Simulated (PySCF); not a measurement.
Compound: SnCl2(OiPr)2, C₆H₁₄Cl₂O₂Sn.
Structure used (PBE0-D3(BJ)/def2-SVP), in Å, numbered top down from 1:
```xyz
25
C6H14Cl2O2Sn angstrom
Sn     0.363   -0.014    0.376
Cl     0.401   -0.075    2.711
Cl     2.573    0.055   -0.379
O     -0.681    1.540   -0.187
C     -0.669    2.755    0.557
C     -1.638    3.686   -0.145
C      0.731    3.335    0.655
H     -1.042    2.560    1.581
H     -1.291    3.893   -1.168
H     -1.725    4.639    0.399
H     -2.634    3.224   -0.206
H      1.409    2.663    1.206
H      1.151    3.501   -0.349
H      0.721    4.295    1.193
O     -0.464   -1.595   -0.424
C      0.330   -2.732   -0.752
C     -0.579   -3.679   -1.509
C      0.933   -3.359    0.492
H      1.155   -2.422   -1.423
H     -1.412   -4.001   -0.865
H     -0.023   -4.569   -1.839
H     -1.000   -3.178   -2.392
H      1.619   -2.660    0.999
H      0.142   -3.642    1.203
H      1.518   -4.256    0.237
```

Theory: TDDFT CAM-B3LYP/def2-SVPD, vertical, gas phase, core orbitals frozen in the response, def2 core potentials past Kr (PySCF 2.14.0, density-fitted response routines). Spin–orbit coupling is left out.

Each state is given a Gaussian of 0.5 eV full width at half maximum, with ε(max) = 2.175×10⁸ f / Δν̃ (Δν̃ the width in cm⁻¹). The width is an assumption, not a result. The curve ends short of the highest state used, and states not computed would add to its high-energy end.

```tsv
E (eV)	ε (L mol⁻¹ cm⁻¹)
4.12	1
4.21	3
4.29	10
4.37	29
4.46	82
4.54	176
4.63	352
4.71	565
4.80	817
4.88	986
4.96	1064
5.05	1087
5.13	1219
5.22	1832
5.30	3124
5.39	5652
5.47	8712
5.55	11986
5.64	14919
5.72	16047
5.81	15258
5.89	13015
5.98	9594
6.06	6549
6.15	3770
6.23	2079
6.31	1049
6.40	447
6.48	198
6.57	77
6.65	33
6.74	17
6.82	28
6.90	84
6.99	275
7.07	689
```

Question: Locate the maxima and give the states behind the curve.

Answer: 216 nm (5.73 eV), ε about 16000, made up of S3 (53%), S4 (11%), S5 (15%) and S6 (22%) (ε in L mol⁻¹ cm⁻¹; maxima over ε = 5, shares over 10%). At its high-energy end, 7.07 eV, the curve is still rising (ε about 690, from S9). The states used: S1 4.87 eV (f 0.0032); S2 4.96 eV (f 0.016); S3 5.65 eV (f 0.170); S4 5.73 eV (f 0.033); S5 5.80 eV (f 0.046); S6 5.89 eV (f 0.085); S7 6.09 eV (f 0.0001); S8 6.24 eV (f 0.0028); S9 7.54 eV (f 0.151); S10 7.67 eV (f 0.020).

Question: What would ε be at 5.73 eV, the highest of these maxima, with half the width (0.25 eV)?

Answer: About 24000 L mol⁻¹ cm⁻¹ against 16100, a factor of about 1.5; a lone state at its own centre would give exactly 2.

Question: Coming from long wavelengths, where does ε first pass 100 L mol⁻¹ cm⁻¹?

Answer: At about 277 nm (4.48 eV), 0.39 eV below S1.

Question: On this curve, what absorbance would a 10⁻⁴ mol/L sample give at 254 nm over a 1 cm path?

Answer: 254 nm is 4.881 eV, where ε is about 990 L mol⁻¹ cm⁻¹, so A = ε c l ≈ 0.099 (Beer–Lambert, with the gas-phase spectrum and the assumed width).

Hardware: 2 threads of an Intel Xeon Platinum 8375C at 2.90 GHz, on a shared host. Cost: 2.9 min wall, 6.3 min CPU (grids of density and orbitals included), 3.2 GiB resident at most.

One conformer stands for the species.
